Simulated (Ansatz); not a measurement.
The inner images of a band of F3H5SW (10 atoms, charge 0, multiplicity 1) are given out of order.

Computed with RKS PBE/def2-SVP (Ansatz).

Image 0:

```xyz
10
Properties=species:S:1:pos:R:3
W 0.154 0.199 0.095
F -0.332 -0.223 1.884
F 1.852 -0.408 -0.504
F -0.513 1.818 -0.625
H -1.441 -0.273 -0.175
H -0.205 -1.436 -0.106
H -0.301 -0.368 -1.425
S 1.902 2.043 1.550
H 2.972 1.198 1.517
H 1.502 1.585 2.771
```

Image 8:

```xyz
10
Properties=species:S:1:pos:R:3
W -0.035 0.067 0.234
F -0.303 0.049 2.171
F 1.280 -1.220 0.489
F -1.005 1.583 -0.178
H -1.382 -0.959 0.079
H -0.219 -0.591 -1.339
H 0.885 0.401 -1.187
S 1.900 1.988 1.124
H 2.922 1.086 1.168
H 1.547 1.732 2.420
```

Put them in order from the first end to the last, with their energies above the first end.
A.
```xyz
10
Properties=species:S:1:pos:R:3
W 0.141 0.190 0.091
F -0.072 -0.472 1.863
F 1.824 -0.661 -0.170
F -0.518 1.810 -0.653
H -1.534 -0.148 0.071
H -0.377 -1.359 -0.251
H -0.042 -0.291 -1.540
S 1.828 2.133 1.472
H 2.889 1.280 1.407
H 1.449 1.652 2.690
```
B.
```xyz
10
Properties=species:S:1:pos:R:3
W -0.004 0.074 0.200
F -0.048 -0.031 2.151
F 1.335 -1.214 0.386
F -0.872 1.634 -0.279
H -1.468 -0.783 0.209
H -0.369 -0.759 -1.239
H 0.819 0.233 -1.307
S 1.889 2.059 1.157
H 2.915 1.175 1.311
H 1.393 1.746 2.394
```
C.
```xyz
10
Properties=species:S:1:pos:R:3
W 0.100 0.188 0.052
F 0.063 -0.521 1.833
F 1.796 -0.703 -0.016
F -0.575 1.764 -0.719
H -1.570 -0.116 0.261
H -0.478 -1.328 -0.344
H 0.158 -0.291 -1.590
S 1.810 2.167 1.452
H 2.860 1.298 1.387
H 1.425 1.676 2.665
```
D.
```xyz
10
Properties=species:S:1:pos:R:3
W 0.057 0.141 0.042
F 0.161 -0.488 1.859
F 1.760 -0.752 0.163
F -0.597 1.695 -0.725
H -1.553 -0.198 0.454
H -0.685 -1.211 -0.626
H 0.443 -0.309 -1.555
S 1.799 2.219 1.409
H 2.818 1.315 1.349
H 1.387 1.724 2.611
```
E.
```xyz
10
Properties=species:S:1:pos:R:3
W 0.164 0.180 0.112
F -0.218 -0.384 1.883
F 1.847 -0.572 -0.337
F -0.467 1.830 -0.592
H -1.474 -0.200 -0.103
H -0.297 -1.404 -0.185
H -0.212 -0.310 -1.467
S 1.847 2.099 1.501
H 2.926 1.267 1.444
H 1.474 1.628 2.725
```
F.
```xyz
10
Properties=species:S:1:pos:R:3
W 0.021 0.111 0.090
F 0.165 -0.297 1.977
F 1.621 -0.923 0.239
F -0.666 1.677 -0.603
H -1.540 -0.433 0.432
H -0.641 -1.091 -0.884
H 0.595 -0.145 -1.504
S 1.824 2.208 1.349
H 2.841 1.301 1.341
H 1.371 1.727 2.545
```
G.
```xyz
10
Properties=species:S:1:pos:R:3
W 0.005 0.090 0.144
F 0.087 -0.127 2.077
F 1.459 -1.099 0.316
F -0.752 1.663 -0.457
H -1.517 -0.617 0.338
H -0.526 -0.945 -1.081
H 0.717 0.038 -1.423
S 1.865 2.148 1.258
H 2.885 1.250 1.346
H 1.368 1.734 2.464
```

E (+0.09 eV), A (+0.38 eV), C (+0.53 eV), D (+0.40 eV), F (+0.22 eV), G (-0.08 eV), B (-0.31 eV).

Time of the run: 3.7 min on 4 threads of Arm Neoverse V2, with other jobs on the host, peak memory 0.18 GiB.
